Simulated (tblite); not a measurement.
Species: C7H13OP.
Numbering: `[CH3:1][CH2:2][P@@H:3](=[O:4])[C:5]1=[CH:6][CH2:7][CH2:8][CH2:9]1` (hydrogens: H10, H11, H12 on C1; H13, H14 on C2; H15 on P3; H16 on C6; H17, H18 on C7; H19, H20 on C8; H21, H22 on C9)

Cartesian coordinates in Å at the GFN2-xTB level; atoms count from 1:
```xyz
22
C7H13OP angstrom
C      3.5847    0.2293   -0.1122
C      2.1597   -0.0707   -0.5511
P      1.0213    0.4710    0.7842
O      1.1644    1.8816    1.1522
C     -0.6429    0.0006    0.2765
C     -1.2799   -1.1431    0.4953
C     -2.6730   -1.1217   -0.0539
C     -2.7042    0.1534   -0.9168
C     -1.5058    0.9951   -0.4484
H      3.8319   -0.3391    0.7836
H      3.6780    1.2879    0.1230
H      4.2995   -0.0220   -0.8933
H      1.9033    0.5004   -1.4484
H      2.0137   -1.1309   -0.7595
H      1.3169   -0.4209    1.8187
H     -0.8872   -1.9973    1.0205
H     -3.3914   -1.0703    0.7693
H     -2.9006   -2.0199   -0.6301
H     -2.5773   -0.1124   -1.9669
H     -3.6449    0.6909   -0.8168
H     -1.8024    1.7867    0.2443
H     -0.9743    1.4706   -1.2740
```

Calculated harmonic vibrations of the isolated species, GFN2-xTB (tblite), most abundant isotopes, no scaling. This tight-binding method is rough: wavenumbers can miss measured ones by several per cent, in bad cases by 10 to 20. Modes of hydrogen on phosphorus can be 10 to 20 % off. One conformer, not necessarily the lowest.

Harmonic wavenumbers (cm⁻¹): 27.1, 65.1, 67.7, 113.0, 143.5, 187.4, 195.7, 263.0, 311.5, 367.3, 425.8, 482.5, 640.0, 703.6, 742.7, 781.4, 815.5, 838.0, 867.6, 900.4, 926.2, 968.5, 992.1, 1004.6, 1005.9, 1038.8, 1071.0, 1084.4, 1105.6, 1107.5, 1183.0, 1191.9, 1210.9, 1216.4, 1248.3, 1276.8, 1281.8, 1291.0, 1317.9, 1404.3, 1433.6, 1464.7, 1471.7, 1487.4, 1493.1, 1494.5, 1681.6, 2257.3, 2941.1, 2942.0, 2954.2, 2979.5, 2980.9, 2985.6, 2993.7, 3014.7, 3020.5, 3024.6, 3033.6, 3109.8.

A = 3032, B = 748.3, C = 702.3 MHz; mass 144.070 u (most abundant isotopes); point group C1, symmetry number 1.

Problem. What is the zero-point energy?

Solution. ½Σν̃ = 40315 cm⁻¹ = 482.27 kJ/mol.

Problem. Give the ideal-gas entropy at 350 K and 1 bar in the rigid-rotor, harmonic-oscillator model (classical rotation).

Solution. Translation 174.18, rotation 126.23, vibration 164.76: S = 465.2 J/(mol K).

Problem. And Cp and H(350 K) − H(0)?

Solution. Cp = 194.25 J/(mol K), of which vibrations give 161.00 (their classical limit is 60 R = 498.9); H(350 K) − H(0) = 40.14 kJ/mol without the zero-point energy, 28.50 from vibrations.

Problem. What must be added to the electronic energy to get the Gibbs energy at 350 K and 1 bar?

Solution. ZPE + [H(350 K) − H(0)] − T·S = 482.27 + 40.14 − 162.81 = 359.60 kJ/mol.

Problem. Blend soft modes into free rotors: weight 1/[1 + (100 cm⁻¹/ν̃)⁴] for the oscillator and the rest for a rotor with moment μB/(μ + B), μ = h/(8π²ν), B = 10⁻⁴⁴ kg m². What vibrational entropy results?

Solution. 146.82 J/(mol K) in place of 164.76, which changes −T·S at 350 K by +6.28 kJ/mol.

Problem. Which modes carry the vibrational entropy at 350 K?

Solution. 27.1 cm⁻¹: 26.57; 65.1 cm⁻¹: 19.30; 67.7 cm⁻¹: 18.98; 113.0 cm⁻¹: 14.76; 143.5 cm⁻¹: 12.82; 187.4 cm⁻¹: 10.69 J/(mol K); the other 54 give 61.65 together.

Problem. How do the functions run with temperature in this model?

Solution. 
```
 T (K)  S (J/(mol K))  Cp (J/(mol K))  H − H(0) (kJ/mol)  G − H(0) (kJ/mol)  ln q(vib)
   150          346.2           104.4              10.81             -41.12       4.23
   250          408.6           145.2              23.20             -78.95       7.20
298.15          436.1           168.5              30.74             -99.29       8.57
   400          492.7           218.4              50.47            -146.61      11.42
   600          597.4           298.5             102.63            -255.78      16.99
   900          734.3           375.6             204.73            -456.13      25.05
```

q(vib) and H(0) count from the zero-point level.

Hindered rotation and anharmonicity are outside this model. Other conformers, if any are populated, would add a mixing term that is left out. The structure is chiral; the term R ln 2 for an equal mix with its mirror image is left out.
